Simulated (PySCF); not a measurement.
SnH₄, SMILES [SnH4]. Heavy atoms are numbered as in [SnH4:1]. Hydrogens are named by the atom that carries them.

Coordinates come from a PBE0-D3(BJ)/def2-TZVPD optimisation. The isomer is the one that the SMILES or the coordinates give; other isomers of the formula were not compared. The def2 effective core potentials stand for the cores of Sn; spin–orbit coupling is left out.

These are PySCF with HF/def2-TZVPD values and carry that method's errors.

Mulliken values depend strongly on the basis, most of all with diffuse functions as here. ESP charges are fitted to the potential on shells at 1.4 to 2.0 van der Waals radii. Atomic charges (e), one atom of each kind:

| atom | ESP fit | Mulliken |
|---|---|---|
| Sn1 (SnH4) | 0.48 | 0.28 |
| H on Sn1 | -0.12 | -0.07 |
